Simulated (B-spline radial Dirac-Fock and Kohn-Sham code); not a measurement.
## Dipole and non-dipole photoemission parameters of Hg 3d3/2

System: the Hg atom, configuration [Xe] 4f14 5d10 6s2; threshold 2385.0 eV (tabulated edge). These are calculated numbers from a radial atomic solver; the model is Dirac-Hartree-Slater photoionisation with a Latter tail; cross sections with all multipoles, angular parameters from the dipole term and its interference with E2.

For linearly polarised light dσ/dΩ = σ/(4π) [1 + β P₂(cos θ) + (δ + γ cos²θ) sin θ cos φ], with θ from the polarisation vector and φ the angle between the beam and the projection of the electron momentum on the plane normal to the polarisation.

```
hν (eV)  σ (kb)      β       γ       δ
   2980     187  0.739  -0.240  -0.011
 2984.4     186  0.742  -0.241  -0.011
   3100     168  0.815  -0.245  -0.002
   3550     117  1.011  -0.188   0.029
   3960       ?      ?       ?       ?
   4000    83.8  1.123  -0.075   0.051
   5120    41.0  1.249   0.249   0.084
   6000    25.4  1.284   0.491   0.102
   7060    15.3  1.293   0.753   0.120
   7150    14.7  1.293   0.774   0.121
   7660    11.8  1.290   0.888   0.129
 9251.7    6.44  1.266   1.199   0.154
  10800    3.87  1.232   1.451   0.176
  12000    2.72  1.204   1.623   0.194
```

Problem. Give the values at 3960 eV.

Solution. σ = 86.2 kb, β = 1.115, γ = -0.086, δ = 0.049.
